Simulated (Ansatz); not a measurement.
## Ansatz (development build ahead of 0.2.0) run

```yaml
crystal:
  periodic: [false, false, false]
  atoms:
    - { symbol: H, position_ang: [0.13488, 1.53175, 0.36939] }
    - { symbol: Be, position_ang: [0.00355, -0.0579, -0.01805] }
    - { symbol: H, position_ang: [-0.10891, -1.42328, -0.35078] }
basis:
  gaussian: { orbitals: def2-SVP }
total_charge: 1
magnetization:
  spin_polarized: true
  initial_magnetization: 1
hamiltonian:
  xc: hf
output:
  forces: true
```

The input is written out in the form of the current development build from the run's settings.

Output:

```yaml
Converged: yes
Total_energy: -15.35105 hartree
Spin_squared_of_the_determinant: 0.764
Stability_test: minimum
```

Forces (eV/Å):
```tsv
atom	Fx	Fy	Fz
H1	0.031	0.377	0.092
Be2	-0.131	-1.595	-0.389
H3	0.100	1.218	0.297
```
